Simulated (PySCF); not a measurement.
# Computed records: AlB2ClH3

All values are calculated (PySCF 2.14.0). Calculation on a computer-drawn molecule: optimised geometry and harmonic frequencies of an isolated molecule of the commonest isotopes, restricted reference for singlets and unrestricted otherwise, frozen core in MP2.

Common to all runs: charge 0; multiplicity 2; basis cc-pV(D+d)Z.

(1) AlB2ClH3

Start structure:
```xyz
7
AlB2ClH3
Al     0.4221     0.7339    -1.9875
B     -1.1791    -0.2837    -1.3451
B     -1.0272    -0.6015     0.1722
Cl     0.4830     0.2313     0.1981
H      0.4487     2.3521    -2.0561
H      1.6660     0.1409    -2.5488
H     -1.4721    -1.0470     1.2337
```

It was run with method HF.

It finds rotational constants 21.29, 1.261, 1.19 GHz; total energy -752.4983 hartree; spin squared 0.7571; convergence status largest gradient component 5.418e-06 hartree/bohr.

Drawn bonds:
```csv
atom,other atom,order
1,2,1
2,3,1
3,4,1
1,5,1
1,6,1
3,7,1
```

Optimised structure:
```xyz
7
AlB2ClH3
Al     0.5692     0.9941    -2.5141
B     -0.2350     0.1762    -0.7544
B     -0.8701    -0.4616     0.6224
Cl     0.1458    -1.5113     1.6433
H     -0.3409     1.9230    -3.4111
H      2.0622     0.6707    -2.9124
H     -1.9899    -0.2650     0.9928
```

Modes:
```csv
frequency (cm⁻¹),reduced mass (dalton)
82.21,6.033
129.3,2.387
191.9,1.38
283.3,2.526
444.7,2.893
568.9,2.632
607.4,1.168
782.2,1.517
792.4,4
831,1.195
986.7,1.595
1190,2.959
1992,1.045
1997,1.039
2739,1.092
```

(2) AlB2ClH3

Start structure:
```xyz
7
AlB2ClH3
Al     0.5692     0.9941    -2.5141
B     -0.2350     0.1762    -0.7544
B     -0.8701    -0.4616     0.6224
Cl     0.1458    -1.5113     1.6433
H     -0.3409     1.9230    -3.4111
H      2.0622     0.6707    -2.9124
H     -1.9899    -0.2650     0.9928
```

Settings of this run: method MP2.

The calculation gives: rotational constants 20.35, 1.288, 1.211 GHz; total energy -752.8315 hartree; spin squared 0.7571; convergence status largest gradient component 2.395e-05 hartree/bohr.

Drawn bonds:
```csv
atom,other atom,order
1,2,1
2,3,1
3,4,1
1,5,1
1,6,1
3,7,1
```

Optimised structure:
```xyz
7
AlB2ClH3
Al     0.5696     0.9921    -2.5112
B     -0.2554     0.1846    -0.7553
B     -0.8794    -0.4584     0.6230
Cl     0.1776    -1.4937     1.5969
H     -0.3317     1.9221    -3.4150
H      2.0649     0.6527    -2.8861
H     -2.0043    -0.2733     1.0144
```

Modes:
```csv
frequency (cm⁻¹),reduced mass (dalton)
65.36,6.568
141.9,2.341
193.7,1.368
261.9,2.214
432.3,3.223
545.9,2.622
583.2,1.172
739.1,1.524
782.2,1.229
814.2,3.429
954,1.459
1170,3.955
1971,1.024
1981,1.06
2671,1.093
```
